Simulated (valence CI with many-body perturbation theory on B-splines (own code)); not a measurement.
Assign the levels of Ga²⁵⁺

Computed by relativistic CI+MBPT: four valence electrons over a frozen Dirac-Fock core [He], radial functions for each j: 11 s, 11 p, 10 d, 8 f, 5 g, 2 h, with the one-electron correlation potential Σ1, the two-electron term Σ2, the three-electron term Σ3, Breit, model QED; selected CI, second order for the rest, scaled by the run's own slope (own B-spline code, finite nucleus).

No measured spectrum was set against this ion. As an estimate, levels of excited configurations hold to 0.05 to 0.15 % of their energy, terms of the ground configuration to about 0.5 %. Among the levels kept, up to 1000 cm⁻¹ of a level comes from second order outside the variational space, and about a tenth of that is noise between levels of different J, which matters for small intervals.

```
No.  J  Parity   E (eV)      g
  2  1    even    23.16  1.496
  6  2     odd    95.39  1.933
  7  1     odd   136.24  0.773
  8  2     odd   139.36  1.282
  9  3     odd   148.16  1.328
 14  2     odd   202.83  1.116
 16  2    even   278.01  1.411
 18  1    even   305.02  1.496
 19  2    even   315.98  1.078
 22  1     odd  1431.74  1.361
```

Energies count from the lowest level. Strongly mixed levels and levels close to another of their J and parity, and those with J = 0 are left out, so the numbers can have gaps.

Q: Give configuration and LS term of each level.

A: 2: 2s2 2p2 3P; 6: 2s 2p3 5S°; 7: 2s 2p3 3D°; 8: 2s 2p3 3D°; 9: 2s 2p3 3D°; 14: 2s 2p3 1D°; 16: 2p4 3P; 18: 2p4 3P; 19: 2p4 1D; 22: 2s2 2p 3s 3P°.
